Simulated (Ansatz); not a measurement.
Ligand exchange: C3H8O + C3H9BO2 → C3H8O2 + C3H9BO

Gas-phase species: C3H8O `CCCO`, singlet; C3H9BO2 `CC(C)B(O)O`, singlet; C3H8O2 (1,2-propanediol) `CC(O)CO`, singlet; C3H9BO `CC(C)BO`, singlet. The partners trade H for OH: C–H and B–OH bonds give way to C–OH and B–H.

Shapes, held fixed at every level: PBE0-D4/def2-TZVP. Flexible molecules stand in one conformer, not always the lowest. Programs: Ansatz 0.2.0. Electronic energies: no zero-point or thermal term.

Q: Estimate ΔE of this reaction.

A: The highest level, CCSD(T)/CBS estimate, gives ΔE = +199.2 kJ/mol; the levels span +194.5 to +203.6. The column of differences is taken from that level and isn't an error. No measured value is set beside it here. The CBS estimate extrapolates MP2 from def2-TZVPP and def2-QZVPP and adds CCSD(T) − MP2 in the triple-zeta set, cores frozen.

```
               level                   kind  ΔE (kJ/mol)  less CCSD(T)/CBS estimate
       HF/def2-TZVPP           Hartree–Fock       +202.2                       +3.0
   PBE-D4/def2-TZVPP                    GGA       +194.5                       -4.7
r2SCAN-D4/def2-TZVPP               meta-GGA       +201.5                       +2.3
  PBE0-D4/def2-TZVPP          global hybrid       +198.8                       -0.4
   B2PLYP/def2-TZVPP          double hybrid       +200.2                       +1.0
      MP2/def2-TZVPP    perturbation theory       +203.6                       +4.4
     CCSD/def2-TZVPP  coupled cluster or CI       +200.4                       +1.2
CCSD(T)/CBS estimate  coupled cluster or CI       +199.2                        0.0
```
